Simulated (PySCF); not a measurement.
**Ionisation energy of Ge(3+) by level of theory**

Ge(3+) [Ar] 3d10 4s1 [4s1/2^1, M_J = 1/2] → Ge(4+) [Ar] 3d10, as a difference of total energies. All numbers are calculated (PySCF 2.14, the two-component X2C-1e Hamiltonian, in x2c-TZVPPall-2c (6s7p4d1f, 54 functions)). Correlated levels: [Ne] frozen. "Screened" scales the spin-orbit matrix elements by Boettger's factors to mimic the two-electron term; Breit and QED terms are absent.

| method | ionisation energy (eV) |
| --- | --- |
| GHF (screened spin-orbit) | 44.618 |
| GMP2 (screened spin-orbit) | 45.088 |

Problem. How much does correlation contribute at GMP2 (screened spin-orbit)?

Solution. 45.088 − (44.618) = 0.470 eV, measured against GHF (screened spin-orbit).

Errors of the correlated levels include the incompleteness of this basis and the frozen core.

For comparison: 45.715 eV (measured; NIST Atomic Spectra Database, ionization energies).
